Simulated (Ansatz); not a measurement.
**Molecular dynamics of F4Zr**

Input file:

```yaml
crystal:
  periodic: [false, false, false]
  atoms:
    - { symbol: Zr, position_ang: [0.000416, 0.0, 0.000427] }
    - { symbol: F, position_ang: [0.000116, 0.0, 1.909444] }
    - { symbol: F, position_ang: [1.800328, 0.0, -0.635733] }
    - { symbol: F, position_ang: [-0.89948, 1.558657, -0.636019] }
    - { symbol: F, position_ang: [-0.89948, -1.558657, -0.636019] }
basis:
  gaussian: { orbitals: def2-SVP }
hamiltonian:
  xc: pbe
md:
  timestep: 6.0
  n_steps: 40
  ensemble: nvt_nose_hoover
  temperature: 300.0
  initial_velocities: maxwell_boltzmann
  seed: 399931
  nose_hoover: { tau: 20.0, chain_length: 1 }
```

Run as:

```bash
$ ansatz run input.yaml --threads 1 --pin off --max-ram 2048MiB --backend cpu --events-out ev --progress --plain --runs-dir out
```

It starts from a relaxed structure.

Output, in part (step lines, the closing report, with atoms numbered from 0):

```
md step     0: t =     0.00 fs  T =   300.0 K  F+E_penalty+E_count = -12139.08325486 eV  E_kin = 0.116334 eV  conserved = -12138.96692086 eV  (23 SCF iters)
md step     1: t =     6.00 fs  T =   235.1 K  F+E_penalty+E_count = -12139.05345411 eV  E_kin = 0.091153 eV  conserved = -12138.96275063 eV  (28 SCF iters)
md step     2: t =    12.00 fs  T =   173.4 K  F+E_penalty+E_count = -12139.02222917 eV  E_kin = 0.067244 eV  conserved = -12138.95871105 eV  (25 SCF iters)
md step     3: t =    18.00 fs  T =   234.1 K  F+E_penalty+E_count = -12139.04201237 eV  E_kin = 0.090776 eV  conserved = -12138.96380309 eV  (23 SCF iters)
md step     4: t =    24.00 fs  T =   275.1 K  F+E_penalty+E_count = -12139.04499114 eV  E_kin = 0.106684 eV  conserved = -12138.96589067 eV  (27 SCF iters)
md step     5: t =    30.00 fs  T =   183.5 K  F+E_penalty+E_count = -12138.98809612 eV  E_kin = 0.071156 eV  conserved = -12138.96016629 eV  (27 SCF iters)
md step     6: t =    36.00 fs  T =   103.4 K  F+E_penalty+E_count = -12138.93923889 eV  E_kin = 0.040093 eV  conserved = -12138.95576802 eV  (24 SCF iters)
md step     7: t =    42.00 fs  T =   191.7 K  F+E_penalty+E_count = -12138.95885341 eV  E_kin = 0.074343 eV  conserved = -12138.96095988 eV  (24 SCF iters)
md step     8: t =    48.00 fs  T =   311.6 K  F+E_penalty+E_count = -12138.97059732 eV  E_kin = 0.120850 eV  conserved = -12138.96601935 eV  (28 SCF iters)
md step     9: t =    54.00 fs  T =   178.3 K  F+E_penalty+E_count = -12138.86369631 eV  E_kin = 0.069151 eV  conserved = -12138.95246321 eV  (28 SCF iters)
md step    10: t =    60.00 fs  T =    39.0 K  F+E_penalty+E_count = -12138.77517294 eV  E_kin = 0.015104 eV  conserved = -12138.93971763 eV  (27 SCF iters)
md step    11: t =    66.00 fs  T =   345.2 K  F+E_penalty+E_count = -12138.86998945 eV  E_kin = 0.133869 eV  conserved = -12138.95779780 eV  (27 SCF iters)
md step    12: t =    72.00 fs  T =   702.5 K  F+E_penalty+E_count = -12138.88865203 eV  E_kin = 0.272429 eV  conserved = -12138.95428697 eV  (26 SCF iters)
md step    13: t =    78.00 fs  T =   426.3 K  F+E_penalty+E_count = -12138.65926738 eV  E_kin = 0.165308 eV  conserved = -12138.92666490 eV  (28 SCF iters)
md step    14: t =    84.00 fs  T =   131.1 K  F+E_penalty+E_count = -12138.48403118 eV  E_kin = 0.050849 eV  conserved = -12138.90168624 eV  (28 SCF iters)
md step    15: t =    90.00 fs  T =   788.0 K  F+E_penalty+E_count = -12138.70844268 eV  E_kin = 0.305557 eV  conserved = -12138.92803500 eV  (28 SCF iters)
md step    16: t =    96.00 fs  T =  1432.8 K  F+E_penalty+E_count = -12138.97982374 eV  E_kin = 0.555606 eV  conserved = -12138.95716260 eV  (27 SCF iters)
md step    17: t =   102.00 fs  T =   627.9 K  F+E_penalty+E_count = -12138.84957364 eV  E_kin = 0.243473 eV  conserved = -12138.94607365 eV  (27 SCF iters)
md step    18: t =   108.00 fs  T =   167.1 K  F+E_penalty+E_count = -12138.75125368 eV  E_kin = 0.064784 eV  conserved = -12138.92302244 eV  (29 SCF iters)
md step    19: t =   114.00 fs  T =   385.3 K  F+E_penalty+E_count = -12138.95255801 eV  E_kin = 0.149405 eV  conserved = -12138.95699472 eV  (28 SCF iters)
md step    20: t =   120.00 fs  T =   342.9 K  F+E_penalty+E_count = -12139.05648562 eV  E_kin = 0.132953 eV  conserved = -12138.97028415 eV  (26 SCF iters)
md step    21: t =   126.00 fs  T =   100.2 K  F+E_penalty+E_count = -12139.01608174 eV  E_kin = 0.038864 eV  conserved = -12138.96404179 eV  (27 SCF iters)
md step    22: t =   132.00 fs  T =    25.8 K  F+E_penalty+E_count = -12138.99896857 eV  E_kin = 0.010010 eV  conserved = -12138.96102225 eV  (24 SCF iters)
md step    23: t =   138.00 fs  T =    93.4 K  F+E_penalty+E_count = -12139.04262510 eV  E_kin = 0.036202 eV  conserved = -12138.96693634 eV  (24 SCF iters)
md step    24: t =   144.00 fs  T =   118.0 K  F+E_penalty+E_count = -12139.07088508 eV  E_kin = 0.045772 eV  conserved = -12138.97082962 eV  (24 SCF iters)
md step    25: t =   150.00 fs  T =    56.7 K  F+E_penalty+E_count = -12139.05252251 eV  E_kin = 0.021973 eV  conserved = -12138.96777741 eV  (24 SCF iters)
md step    26: t =   156.00 fs  T =    27.1 K  F+E_penalty+E_count = -12139.04061632 eV  E_kin = 0.010517 eV  conserved = -12138.96546797 eV  (24 SCF iters)
md step    27: t =   162.00 fs  T =    86.2 K  F+E_penalty+E_count = -12139.06559964 eV  E_kin = 0.033428 eV  conserved = -12138.96910618 eV  (24 SCF iters)
md step    28: t =   168.00 fs  T =   136.7 K  F+E_penalty+E_count = -12139.07874858 eV  E_kin = 0.053017 eV  conserved = -12138.97067700 eV  (24 SCF iters)
md step    29: t =   174.00 fs  T =   104.5 K  F+E_penalty+E_count = -12139.04835158 eV  E_kin = 0.040525 eV  conserved = -12138.96604242 eV  (24 SCF iters)
md step    30: t =   180.00 fs  T =    92.5 K  F+E_penalty+E_count = -12139.02513254 eV  E_kin = 0.035872 eV  conserved = -12138.96275968 eV  (24 SCF iters)
md step    31: t =   186.00 fs  T =   239.6 K  F+E_penalty+E_count = -12139.05483165 eV  E_kin = 0.092894 eV  conserved = -12138.96744266 eV  (23 SCF iters)
md step    32: t =   192.00 fs  T =   442.3 K  F+E_penalty+E_count = -12139.06536930 eV  E_kin = 0.171522 eV  conserved = -12138.97021124 eV  (27 SCF iters)
md step    33: t =   198.00 fs  T =   424.9 K  F+E_penalty+E_count = -12138.96215957 eV  E_kin = 0.164757 eV  conserved = -12138.95683917 eV  (28 SCF iters)
md step    34: t =   204.00 fs  T =   404.2 K  F+E_penalty+E_count = -12138.87811347 eV  E_kin = 0.156749 eV  conserved = -12138.94708372 eV  (27 SCF iters)
md step    35: t =   210.00 fs  T =   681.9 K  F+E_penalty+E_count = -12138.93752707 eV  E_kin = 0.264432 eV  conserved = -12138.96400980 eV  (27 SCF iters)
md step    36: t =   216.00 fs  T =   681.4 K  F+E_penalty+E_count = -12138.90828034 eV  E_kin = 0.264221 eV  conserved = -12138.96457656 eV  (27 SCF iters)
md step    37: t =   222.00 fs  T =   259.2 K  F+E_penalty+E_count = -12138.74378234 eV  E_kin = 0.100527 eV  conserved = -12138.94937298 eV  (27 SCF iters)
md step    38: t =   228.00 fs  T =    78.4 K  F+E_penalty+E_count = -12138.67393679 eV  E_kin = 0.030387 eV  conserved = -12138.94362608 eV  (26 SCF iters)
md step    39: t =   234.00 fs  T =   295.1 K  F+E_penalty+E_count = -12138.77117926 eV  E_kin = 0.114441 eV  conserved = -12138.95902028 eV  (28 SCF iters)
md step    40: t =   240.00 fs  T =   413.9 K  F+E_penalty+E_count = -12138.82162746 eV  E_kin = 0.160510 eV  conserved = -12138.96750635 eV  (26 SCF iters)
Total energy: -12138.82169975 eV, -446.0934694769 hartree
Atom 0 at    -0.006559     0.027921     0.058532 Å, force     0.022436     0.293028     0.020070 eV/Å
Atom 1 at    -0.036801     0.091686     1.999280 Å, force     0.059597    -0.152454    -0.515247 eV/Å
Atom 2 at     1.667266    -0.252662    -0.787659 Å, force     0.582800     0.502465     0.243359 eV/Å
Atom 3 at    -0.945502     1.532874    -0.666671 Å, force     0.138703    -0.074951     0.105655 eV/Å
Atom 4 at    -0.649987    -1.505961    -0.822272 Å, force    -0.803535    -0.568088     0.146163 eV/Å
Dipole moment:    -0.018039     0.073283     0.163021 e Å
```

The run went to its last step. The conserved energy wandered by up to 13.0 meV per atom (net -0.1 meV per atom), which is poor conservation. The mean temperature of the second half is 19 % below the set value. A run of 0.24 ps of so small a system gives no equilibrium averages.

The same pairs are bonded in the first frame and the last. Pairs count as bonded within 1.25 times the sum of covalent radii (0.12 Å more for H–H).

Last frame:

```xyz
5
Properties=species:S:1:pos:R:3
Zr -0.007 0.028 0.059
F -0.037 0.092 1.999
F 1.667 -0.253 -0.788
F -0.946 1.533 -0.667
F -0.650 -1.506 -0.822
```

The run took 110 s on 1 thread of Arm Neoverse V2, on a shared host, peak memory 0.15 GiB.
